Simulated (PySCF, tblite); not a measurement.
Isomers of C6H11OP, one GFN2-xTB conformer each. Single-point energies are computed at PBE0/pcSseg-1 (PySCF, gas phase, no added dispersion term), electronic only.

```json
{"SMILES": "C=C[P@H](=O)C1CCC1", "GFN2-xTB relative energy (kJ/mol)": "112.7"}
{"SMILES": "CC#C[P@H](=O)C(C)C", "GFN2-xTB relative energy (kJ/mol)": "138.3"}
{"SMILES": "CC1=C(C)C[PH](=O)C1", "GFN2-xTB relative energy (kJ/mol)": "0.0"}
{"SMILES": "C#CP(C)CCCO", "GFN2-xTB relative energy (kJ/mol)": "358.5"}
```

Conformers: `[CH2:1]=[CH:2][P@H:3](=[O:4])[CH:5]1[CH2:6][CH2:7][CH2:8]1` with C1–C2–P3–O4 4°, C2–P3–C5–C6 179°, P3–C5–C6–C7 -100°, C5–C6–C7–C8 -11°, C6–C7–C8–C5 11°, P3–C5–C8–C7 100°; `[CH3:1][C:2]#[C:3][P@H:4](=[O:5])[CH:6]([CH3:7])[CH3:8]` with C3–P4–C6–C7 -53°; `[CH3:1][C:2]1=[C:3]([CH3:4])[CH2:5][PH:6](=[O:7])[CH2:8]1` with C2–C3–C5–P6 19°, C3–C5–P6–O7 -152°, C5–P6–C8–C2 26°, C1–C2–C8–P6 162°; `[CH:1]#[C:2][P:3]([CH3:4])[CH2:5][CH2:6][CH2:7][OH:8]` with C2–P3–C5–C6 -74°, P3–C5–C6–C7 -179°, C5–C6–C7–O8 63°, C6–C7–O8–H 178°.

Question: What does PBE0/pcSseg-1 give for the same structures?

Answer: 
```
             SMILES  PBE0/pcSseg-1 E (Eh)  PBE0/pcSseg-1 (kJ/mol)  GFN2-xTB (kJ/mol)  point group
CC1=C(C)C[PH](=O)C1            -651.30083                     0.0                0.0           Cs
 C=C[P@H](=O)C1CCC1            -651.24954                   134.7              112.7           C1
 CC#C[P@H](=O)C(C)C            -651.24394                   149.4              138.3           C1
        C#CP(C)CCCO            -651.21134                   235.0              358.5           C1
```

Both levels put the same isomer lowest; measured from each level's own lowest isomer, the values differ by up to 123.5 kJ/mol (C#CP(C)CCCO: 358.5 against 235.0). As drawn, the lowest has a P=O bond and a C=C bond outside aromatic rings, which the highest lacks; the highest has a C≡C bond and an O–H bond, which the lowest lacks.

Question: Which frontier levels, dipoles and rotational constants go with these structures?

Answer: 
| SMILES | HOMO (eV, PBE0/pcSseg-1) | LUMO (eV) | dipole (D) | A, B, C (MHz) |
| --- | --- | --- | --- | --- |
| CC1=C(C)C[PH](=O)C1 | -7.06 | 0.27 | 4.56 | 3078, 1271, 946.8 |
| C=C[P@H](=O)C1CCC1 | -7.60 | -0.67 | 3.52 | 3426, 1166, 1102 |
| CC#C[P@H](=O)C(C)C | -7.54 | -0.04 | 4.68 | 2861, 961.8, 758.1 |
| C#CP(C)CCCO | -6.70 | 0.22 | 2.48 | 2805, 855.4, 712.1 |

Question: What happens when harmonic zero-point energies from GFN2-xTB frequencies are added?

Answer: 
```json
{"SMILES": "CC1=C(C)C[PH](=O)C1", "ZPE (kJ/mol)": "405.4", "electronic (kJ/mol)": "0.0", "with ZPE (kJ/mol)": "0.0"}
{"SMILES": "C=C[P@H](=O)C1CCC1", "ZPE (kJ/mol)": "407.1", "electronic (kJ/mol)": "134.7", "with ZPE (kJ/mol)": "136.4"}
{"SMILES": "CC#C[P@H](=O)C(C)C", "ZPE (kJ/mol)": "400.7", "electronic (kJ/mol)": "149.4", "with ZPE (kJ/mol)": "144.7"}
{"SMILES": "C#CP(C)CCCO", "ZPE (kJ/mol)": "400.3", "electronic (kJ/mol)": "235.0", "with ZPE (kJ/mol)": "229.9"}
```

The zero-point energies span 6.8 kJ/mol. The order is unchanged.
